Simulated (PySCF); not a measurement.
PySCF input for F₆S, SMILES FS(F)(F)(F)(F)F, TPSSh-D3(BJ)/def2-SVP. Coordinates come from a TPSSh-D3(BJ)/def2-SVP optimisation.

```python
import numpy as np
from pyscf import gto, scf, dft
from pyscf.hessian import thermo

mol = gto.M(
    atom='''
    F     0.00000000   -1.59367537   -0.00000000
    S     0.00000000    0.00000000   -0.00000000
    F     1.59367537    0.00000000    0.00000000
    F     0.00000000    0.00000000    1.59367537
    F    -1.59367537    0.00000000    0.00000000
    F     0.00000000    0.00000000   -1.59367537
    F     0.00000000    1.59367537   -0.00000000
    ''',
    basis='def2-SVP',
    charge=0,
    spin=0,
    max_memory=1600,
    verbose=3,
)
mf = dft.RKS(mol, xc='tpssh').density_fit(auxbasis='def2-universal-jkfit')
mf.disp = 'd3bj'
mf.grids.level = 4
mf.conv_tol = 1e-11
mf.max_cycle = 100
mf.kernel()

# [left out here: the lines that compute and print the analytic Hessian (its translational invariance restored by hand, since the grid's response is missing), thermochemistry and intensities]
```

It prints:

```
converged SCF energy = -996.527620080352

WARN: MGGA Hessian is sensitive to dft grids. grids.level 4 may not be dense enough.


WARN: DFTD3 does not support analytical Hessian, using finite difference


WARN: Mole.unit (angstrom) is changed to Bohr

Mode                                 0                   1                   2
Irrep
Freq [cm^-1]                      331.5274            331.5274            331.5274
Reduced mass [au]                  18.9984             18.9984             18.9984
Force const [Dyne/A]                1.2303              1.2303              1.2303
Char temp [K]                     476.9941            476.9941            476.9941
Normal mode                   x     y     z       x     y     z       x     y     z
       0   F                -0.01 -0.00  0.02    0.00 -0.00  0.11    0.11  0.00 -0.00
       1   S                -0.00 -0.00  0.00    0.00 -0.00  0.00    0.00 -0.00 -0.00
       2   F                -0.00 -0.11 -0.02    0.00  0.02 -0.11   -0.00 -0.01  0.00
       3   F                 0.01  0.11  0.00   -0.00 -0.02  0.00   -0.11  0.01  0.00
       4   F                 0.00 -0.11 -0.02   -0.00  0.02 -0.11    0.00 -0.01  0.00
       5   F                 0.01  0.11 -0.00   -0.00 -0.02  0.00   -0.11  0.01 -0.00
       6   F                -0.01  0.00  0.02    0.00  0.00  0.11    0.11 -0.00 -0.00
Mode                                 3                   4                   5
Irrep
Freq [cm^-1]                      486.1522            486.1522            486.1522
Reduced mass [au]                  18.9984             18.9984             18.9984
Force const [Dyne/A]                2.6455              2.6455              2.6455
Char temp [K]                     699.4647            699.4647            699.4647
Normal mode                   x     y     z       x     y     z       x     y     z
       0   F                -0.01  0.00 -0.01    0.01  0.00 -0.11   -0.11 -0.00 -0.01
       1   S                -0.00 -0.00 -0.00    0.00  0.00 -0.00   -0.00 -0.00  0.00
       2   F                -0.00  0.01  0.11   -0.00 -0.01 -0.01    0.00  0.11 -0.01
       3   F                 0.11  0.01 -0.00   -0.01  0.11  0.00   -0.01  0.01  0.00
       4   F                -0.00 -0.01 -0.11    0.00  0.01  0.01    0.00 -0.11  0.01
       5   F                -0.11 -0.01 -0.00    0.01 -0.11  0.00    0.01 -0.01  0.00
       6   F                 0.01 -0.00  0.01   -0.01 -0.00  0.11    0.11 -0.00  0.01
Mode                                 6                   7                   8
Irrep
Freq [cm^-1]                      581.8482            581.8482            581.8482
Reduced mass [au]                  20.1837             20.1837             20.1837
Force const [Dyne/A]                4.0260              4.0260              4.0260
Char temp [K]                     837.1500            837.1500            837.1501
Normal mode                   x     y     z       x     y     z       x     y     z
       0   F                 0.00 -0.01 -0.08    0.00  0.10 -0.01   -0.08  0.00 -0.00
       1   S                -0.00 -0.01  0.07   -0.00  0.07  0.01    0.07  0.00  0.00
       2   F                -0.00  0.01 -0.08   -0.00 -0.08 -0.01    0.10 -0.00 -0.00
       3   F                 0.00  0.01  0.10    0.00 -0.08  0.01   -0.08 -0.00  0.00
       4   F                -0.00  0.01 -0.08   -0.00 -0.08 -0.01    0.10 -0.00 -0.00
       5   F                 0.00  0.01  0.10    0.00 -0.08  0.01   -0.08 -0.00  0.00
       6   F                 0.00 -0.01 -0.08    0.00  0.10 -0.01   -0.08  0.00 -0.00
Mode                                 9                  10                  11
Irrep
Freq [cm^-1]                      663.1150            663.1150            752.8791
Reduced mass [au]                  18.9984             18.9984             18.9984
Force const [Dyne/A]                4.9220              4.9220              6.3448
Char temp [K]                     954.0749            954.0749           1083.2255
Normal mode                   x     y     z       x     y     z       x     y     z
       0   F                -0.00  0.13 -0.00   -0.00  0.02  0.00   -0.00 -0.09 -0.00
       1   S                 0.00  0.00  0.00    0.00  0.00 -0.00    0.00  0.00  0.00
       2   F                 0.04 -0.00 -0.00    0.13 -0.00  0.00    0.09  0.00 -0.00
       3   F                -0.00 -0.00  0.09   -0.00 -0.00 -0.10   -0.00  0.00  0.09
       4   F                -0.04 -0.00 -0.00   -0.13 -0.00  0.00   -0.09  0.00 -0.00
       5   F                -0.00 -0.00 -0.09   -0.00 -0.00  0.10   -0.00  0.00 -0.09
       6   F                -0.00 -0.13 -0.00   -0.00 -0.02  0.00   -0.00  0.09 -0.00
Mode                                12                  13                  14
Irrep
Freq [cm^-1]                     1006.3569           1006.3569           1006.3570
Reduced mass [au]                  25.6476             25.6476             25.6476
Force const [Dyne/A]               15.3038             15.3038             15.3039
Char temp [K]                    1447.9235           1447.9236           1447.9236
Normal mode                   x     y     z       x     y     z       x     y     z
       0   F                -0.00 -0.00 -0.01    0.01  0.00 -0.00    0.00 -0.10  0.00
       1   S                 0.01  0.00  0.14   -0.14 -0.00  0.01   -0.00  0.14 -0.00
       2   F                -0.00 -0.00 -0.01    0.10  0.00 -0.00    0.00 -0.01  0.00
       3   F                -0.00 -0.00 -0.10    0.01  0.00 -0.00    0.00 -0.01  0.00
       4   F                -0.00 -0.00 -0.01    0.10  0.00 -0.00    0.00 -0.01  0.00
       5   F                -0.00 -0.00 -0.10    0.01  0.00 -0.00    0.00 -0.01  0.00
       6   F                -0.00 -0.00 -0.01    0.01  0.00 -0.00    0.00 -0.10  0.00
temperature 298.1500 [K]
pressure 101325.00 [Pa]
Rotational constants [GHz] 2.61843 2.61843 2.61843
Symmetry number 24
Zero-point energy (ZPE) 0.02118 [Eh]   55606.993 [J/mol]
                           tot       elec      trans        rot        vib
Entropy [J/mol/K]       294.258      0.000    170.904     87.733     35.620
Cv [J/mol/K]             89.950      0.000     12.472     12.472     65.007
Cp [J/mol/K]             98.264      0.000     20.786     12.472     65.007
Internal energy [J/mol]                      3718.434   3718.434  63007.492
Internal energy [Eh]   -996.50079  -996.52762
Enthalpy [J/mol]                             6197.391   3718.434  63007.492
Enthalpy [Eh]          -996.49985
Gibbs free energy [J/mol]                  -44757.674 -22439.297  52387.409
Gibbs free energy [Eh] -996.53326
mode   freq/cm-1   IR/(km/mol)
   1      331.53         0.000
   2      331.53         0.000
   3      331.53         0.000
   4      486.15         0.000
   5      486.15         0.000
   6      486.15         0.000
   7      581.85        33.573
   8      581.85        33.573
   9      581.85        33.573
  10      663.12         0.000
  11      663.12         0.000
  12      752.88         0.000
  13     1006.36       420.917
  14     1006.36       420.917
  15     1006.36       420.917
max |gradient| / (hartree/bohr): 1.0064432728392619e-07
APT charges: [-0.561  3.367 -0.561 -0.561 -0.561 -0.561 -0.561]
```

The run converged.
